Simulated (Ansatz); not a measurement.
Ansatz (an electronic-structure program) input (MP2/6-31G* with LANL2DZ past Ar): The .json file joins the Basis Set Exchange's 6-31G* for atoms up to Ar and LANL2DZ past it.

Ansatz 0.2 input:
```yaml
crystal:
  periodic: [false, false, false]
  atoms:
    - {symbol: Ge, position_ang: [-0.13787901, -0.70653447, -0.11847276]}
    - {symbol: O, position_ang: [1.70995650, -0.50860189, -0.37761207]}
    - {symbol: Cl, position_ang: [-0.66448713, 1.62851734, 0.29063880]}
    - {symbol: H, position_ang: [-0.04865765, -0.97579602, 1.49866258]}
    - {symbol: H, position_ang: [2.07741535, -0.03108058, 0.37250271]}
basis:
  gaussian:
    orbitals: 6-31Gs+LANL2DZ.json
total_charge: -1
magnetization: {spin_polarized: false}
correlation: {method: mp2, electrons: outside_noble_gas}
relax: {f_tol: 0.003, max_steps: 120}
```

Output:

```
Functional definition: HF
these checks for a lower state are left out or cut short: cluster_reference
integrals: 0.01 GiB planned
530 factors; integrals over basis functions are off by at most 3.2e-4 eV
mean field: 0.08 GiB planned
mean field evaluation 1: about -14671.9985 eV, gradient 1.7e1 eV
mean field evaluation 2: about -14672.0017 eV, gradient 1.7e1 eV
mean field evaluation 4: about -14672.7491 eV, gradient 2.3e0 eV
mean field evaluation 8: about -14672.7646 eV, gradient 1.5e-4 eV
mean field -14672.76459457 eV, -539.2141532933 hartree, gradient 2.4e-6 eV, S^2 0.000000; 0 other end points of the search recorded, 0 dependent functions left out
6 core orbitals not correlated
reference -14672.76459457 eV, -539.2141532933 hartree; 10, 10 occupied and 30, 30 virtual orbitals, 530 factors
densities: 0.06 GiB planned
second order -9.88932105 eV of doubles, -0.00000000 eV of singles
the calculation of the forces begins
relax step   1: F+E_penalty+E_count = -14682.65391562 eV  Δ(F+E_penalty+E_count) = +0.000e0 eV  max|allowed force component| = 5.389e-1 eV/Å  Δτ_max = 0.0000 Å  (39 SCF iters, accepted)
these checks for a lower state are left out or cut short: starts, cluster_reference, orbital_swaps, neighbouring_geometries, increment
integrals: 0.01 GiB planned
530 factors; integrals over basis functions are off by at most 3.3e-4 eV
mean field: 0.08 GiB planned
mean field evaluation 16: about -14672.7678 eV, gradient 5.4e-2 eV
mean field -14672.76777360 eV, -539.2142701207 hartree, gradient 8.1e-7 eV, S^2 0.000000; 0 other end points of the search recorded, 0 dependent functions left out
6 core orbitals not correlated
reference -14672.76777360 eV, -539.2142701207 hartree; 10, 10 occupied and 30, 30 virtual orbitals, 530 factors
densities: 0.06 GiB planned
second order -9.89534503 eV of doubles, -0.00000000 eV of singles
the calculation of the forces begins
relax step   2: F+E_penalty+E_count = -14682.66311863 eV  Δ(F+E_penalty+E_count) = -9.203e-3 eV  max|allowed force component| = 2.949e-1 eV/Å  Δτ_max = 0.0273 Å  (36 SCF iters, accepted)
these checks for a lower state are left out or cut short: starts, cluster_reference, orbital_swaps, neighbouring_geometries, increment
integrals: 0.01 GiB planned
530 factors; integrals over basis functions are off by at most 3.3e-4 eV
mean field: 0.08 GiB planned
mean field -14672.77612094 eV, -539.2145768798 hartree, gradient 7.3e-7 eV, S^2 0.000000; 0 other end points of the search recorded, 0 dependent functions left out
6 core orbitals not correlated
reference -14672.77612094 eV, -539.2145768798 hartree; 10, 10 occupied and 30, 30 virtual orbitals, 530 factors
densities: 0.06 GiB planned
second order -9.89097248 eV of doubles, -0.00000000 eV of singles
the calculation of the forces begins
relax step   3: F+E_penalty+E_count = -14682.66709342 eV  Δ(F+E_penalty+E_count) = -3.975e-3 eV  max|allowed force component| = 9.427e-2 eV/Å  Δτ_max = 0.0188 Å  (36 SCF iters, accepted)
these checks for a lower state are left out or cut short: starts, cluster_reference, orbital_swaps, neighbouring_geometries, increment
integrals: 0.01 GiB planned
530 factors; integrals over basis functions are off by at most 3.3e-4 eV
mean field: 0.08 GiB planned
mean field evaluation 32: about -14672.7753 eV, gradient 4.5e-1 eV
mean field -14672.77906485 eV, -539.2146850663 hartree, gradient 7.4e-7 eV, S^2 0.000000; 0 other end points of the search recorded, 0 dependent functions left out
6 core orbitals not correlated
reference -14672.77906485 eV, -539.2146850663 hartree; 10, 10 occupied and 30, 30 virtual orbitals, 530 factors
densities: 0.06 GiB planned
second order -9.88828601 eV of doubles, -0.00000000 eV of singles
the calculation of the forces begins
relax step   4: F+E_penalty+E_count = -14682.66735086 eV  Δ(F+E_penalty+E_count) = -2.574e-4 eV  max|allowed force component| = 5.393e-2 eV/Å  Δτ_max = 0.0042 Å  (38 SCF iters, accepted)
these checks for a lower state are left out or cut short: starts, cluster_reference, orbital_swaps, neighbouring_geometries, increment
integrals: 0.01 GiB planned
530 factors; integrals over basis functions are off by at most 3.3e-4 eV
mean field: 0.08 GiB planned
mean field -14672.77989285 eV, -539.2147154948 hartree, gradient 7.4e-7 eV, S^2 0.000000; 0 other end points of the search recorded, 0 dependent functions left out
6 core orbitals not correlated
reference -14672.77989285 eV, -539.2147154948 hartree; 10, 10 occupied and 30, 30 virtual orbitals, 530 factors
densities: 0.06 GiB planned
second order -9.88753193 eV of doubles, -0.00000000 eV of singles
the calculation of the forces begins
relax step   5: F+E_penalty+E_count = -14682.66742478 eV  Δ(F+E_penalty+E_count) = -7.392e-5 eV  max|allowed force component| = 2.924e-2 eV/Å  Δτ_max = 0.0057 Å  (38 SCF iters, accepted)
these checks for a lower state are left out or cut short: starts, cluster_reference, orbital_swaps, neighbouring_geometries, increment
integrals: 0.01 GiB planned
530 factors; integrals over basis functions are off by at most 3.3e-4 eV
mean field: 0.08 GiB planned
mean field -14672.78187855 eV, -539.2147884681 hartree, gradient 7.4e-7 eV, S^2 0.000000; 0 other end points of the search recorded, 0 dependent functions left out
6 core orbitals not correlated
reference -14672.78187855 eV, -539.2147884681 hartree; 10, 10 occupied and 30, 30 virtual orbitals, 530 factors
densities: 0.06 GiB planned
second order -9.88560481 eV of doubles, -0.00000000 eV of singles
the calculation of the forces begins
relax step   6: F+E_penalty+E_count = -14682.66748337 eV  Δ(F+E_penalty+E_count) = -5.858e-5 eV  max|allowed force component| = 1.859e-3 eV/Å  Δτ_max = 0.0039 Å  (38 SCF iters, accepted)
these checks for a lower state are left out or cut short: cluster_reference
integrals: 0.01 GiB planned
530 factors; integrals over basis functions are off by at most 3.3e-4 eV
mean field: 0.08 GiB planned
mean field evaluation 64: about -14672.7671 eV, gradient 2.3e0 eV
mean field -14672.78187855 eV, -539.2147884681 hartree, gradient 7.4e-7 eV, S^2 0.000000; 1 other end points of the search recorded, 0 dependent functions left out
6 core orbitals not correlated
reference -14672.78187855 eV, -539.2147884681 hartree; 10, 10 occupied and 30, 30 virtual orbitals, 530 factors
densities: 0.06 GiB planned
second order -9.88560481 eV of doubles, -0.00000000 eV of singles
the calculation of the forces begins
Total energy: -14682.66748337 eV, -539.5780777442 hartree
Atom 0 at    -0.119110    -0.725770    -0.120853 Å, force    -0.001847    -0.001827     0.000604 eV/Å
Atom 1 at     1.698542    -0.509252    -0.380467 Å, force    -0.000065     0.000287    -0.001557 eV/Å
Atom 2 at    -0.665599     1.654069     0.290253 Å, force     0.000071    -0.000042     0.000332 eV/Å
Atom 3 at    -0.056035    -0.987181     1.506626 Å, force     0.000039     0.001223    -0.001237 eV/Å
Atom 4 at     2.078549    -0.025361     0.370160 Å, force     0.001803     0.000359     0.001859 eV/Å
Dipole moment:     0.157732    -0.398337     0.093094 e Å
Checks for a lower state left out: cluster_reference
```

The dipole moment of an ion depends on the origin.

The geometry given is a B3LYP-D3(BJ)/def2-TZVP minimum.
